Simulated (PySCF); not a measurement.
A calculated (M06, PySCF 2.14, x2c-TZVPPall with one added diffuse shell each of s, p, d, f type, the spin-free X2C one-electron Hamiltonian (Gaussian nucleus)) atom or ion has these occupied shells.

```
shell  electrons  orbital energy (eV)  rms radius, mean of both spins (bohr)
 1s α          1             -51871.0                                 0.0245
 1s β          1             -51871.0                                 0.0245
 2s α          1              -8648.8                                 0.0989
 2s β          1              -8648.8                                 0.0989
 2p α          3              -7695.6                                 0.0890
 2p β          3              -7695.5                                 0.0890
 3s α          1              -1944.7                                  0.255
 3s β          1              -1942.2                                  0.255
 3p α          3              -1647.4                                  0.255
 3p β          3              -1644.8                                  0.255
 3d α          5              -1253.9                                  0.235
 3d β          5              -1251.5                                  0.235
 4s α          1              -403.82                                  0.574
 4s β          1              -396.62                                  0.574
 4p α          3              -304.83                                  0.610
 4p β          3              -297.47                                  0.610
 4d α          5              -166.89                                  0.669
 4d β          5              -158.85                                  0.669
 5s α          1              -57.655                                   1.39
 5s β          1              -55.375                                   1.39
 5p α          3              -32.989                                   1.64
 5p β          3              -31.297                                   1.64
 4f α          7              -17.395                                  0.933
 4f β          1              -10.900                                  0.933
 6s α          1               -6.357                                   3.88
 6s β          1               -5.830                                   3.88
 6p α          1               -2.785                                   5.22
```

**Question.** Name the element and its charge.

**Answer.** Tb (terbium, neutral), in [Xe] 4f8 6s2 6p1, one real determinant (an excited configuration).
